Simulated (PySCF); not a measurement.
SiH3I, SMILES [SiH3]I.

The structure is a stationary point at B3LYP-D3(BJ)/def2-TZVP. The def2 effective core potentials stand for the cores of I; spin–orbit coupling is left out.

Level of theory: B3LYP-D3(BJ)/def2-TZVP (PySCF).

Frequencies are harmonic and unscaled.

Modes within 1.5 cm⁻¹ of each other (mostly degenerate sets) share a row, with their intensities summed.

Computed normal modes with their intensities:
```
mode  ν (cm⁻¹)  IR (km/mol)  moving atoms (share of kinetic energy)
----  --------  -----------  --------------------------------------
1          350         26.1                         Si 75 %, I 20 %
2–3        589         16.3                                  H 93 %
4          912        398.7                                  H 93 %
5–6        952        104.1                                  H 97 %
7         2244         66.2                                  H 99 %
8–9       2262        154.5                                  H 95 %
```
